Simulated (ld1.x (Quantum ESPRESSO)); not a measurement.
**Transferability test, RRKJ potential for B (Z = 5)**

boron (B), norm-conserving RRKJ (Kleinman–Bylander form), made with ld1.x (Quantum ESPRESSO) 7.5 (PW91, non-relativistic). Core [He], reference 2s2 2p1. Waves: 2p (bound): rc 3.75 bohr; 3d channel at 0.5 Ry: rc 3.30 bohr; 2s (bound): rc 1.65 bohr. Local part: the s channel. Core correction: none. rho0 = 0.005.

Energies are relative to the spin-unpolarised reference configuration 2s2 2p1; without spin polarisation the order of configurations can differ from experiment.

| valence configuration | charge | ΔE all-electron (eV) | error AE − PS (meV) |
| --- | --- | --- | --- |
| 2s2 2p0 | +1 | 8.271 | +250 |
| 2s2 2p0.5 | +0.5 | 2.912 | +39 |
| 2s2 2p1.3 | -0.3 | -0.752 | +4.3 |
| 2s1 2p2 | 0 | 5.844 | -45 |
| 2s1 2p1 | +1 | 14.401 | -115 |
| 2s0 2p3 | 0 | 11.706 | -162 |

**Question.** What are ΔE and the potential's error for 2s1 2p0?

**Answer.** ΔE = 33.731 eV all-electron; the error (AE − PS) is +702 meV.

ld1.x printed “convergence not achieved” for 5 of the counted tests; their residual had stalled under 1e-8, short of the target of 1e-14.
